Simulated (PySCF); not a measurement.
Compound: C4H9N3SSi.
Geometry (PBE0-D3(BJ)/def2-SVP, Å), atoms numbered from 1 in this order:
```
atom  x, y, z in Å
C1    -2.885   -1.192    0.245
S2    -2.328    0.514    0.418
C3    -0.622    0.298    0.126
N4    -0.040   -0.857   -0.147
N5     1.248   -0.545   -0.303
Si6    2.534   -1.750   -0.600
N7     1.528    0.742   -0.136
C8     0.370    1.321    0.135
C9     0.207    2.775    0.386
H10   -3.972   -1.179    0.403
H11   -2.656   -1.574   -0.758
H12   -2.405   -1.835    0.996
H13    3.411   -1.223   -1.678
H14    1.839   -2.997   -1.006
H15    3.318   -1.955    0.649
H16    1.183    3.275    0.344
H17   -0.457    3.234   -0.364
H18   -0.242    2.957    1.374
```

NICS is the negative of the GIAO shielding at a point without a nucleus: at the ring centre (0) and 1 Å above and below it (1); zz is the component along the ring normal. Level: GIAO B97-2/pcSseg-1 (PySCF, non-relativistic, gas phase) on the PBE0-D3(BJ)/def2-SVP geometry, one conformer.

Ring bond lengths (Å): C3–N4 1.322, N4–N5 1.335, N5–N7 1.327, N7–C8 1.323, C8–C3 1.424.

Problem. What do the NICS probes read (ppm)?

Solution. 
```csv
ring,type,NICS(0),"NICS(1), two faces","NICS(1)zz, two faces",rms pucker (Å),"centre to ring atoms, mean (Å)"
C3–N4–N5–N7–C8,5-membered ring with 3 N; formal bonds all aromatic,-11.5,-12.4 / -12.4,-29.5 / -29.7,0.00,1.14
```

Problem. What do they say, and how far can they be read as aromaticity?

Solution. 
- C3–N4–N5–N7–C8: mean NICS(1)zz -29.6 ppm, shielded. The ring is flat and has no four-coordinate atom; by the NICS criterion it is aromatic.

Problem. And the bond-length index? Use HOMA with the parameters of Krygowski (1993).

Solution. 
- C3–N4–N5–N7–C8: HOMA 0.90; the largest term is that of C8–C3, α(R − Ropt)² = 0.34. The geometric and the magnetic index point the same way.

Problem. How do the values depend on the level or the medium?

Solution. 
```
                             level  NICS(0), C3–N4–N5–N7–C8  mean NICS(1)zz, C3–N4–N5–N7–C8
               B97-2/pcSseg-1, gas                    -11.5                           -29.6
                PBE0/pcSseg-1, gas                    -11.5                           -29.8
PBE0/pcSseg-1, IEF-PCM cyclohexane                    -11.4                           -29.8
      PBE0/pcSseg-1, IEF-PCM water                    -11.4                           -29.8
```

The geometry is the same throughout; the continuum's cavity takes Bondi-type radii × 1.2.
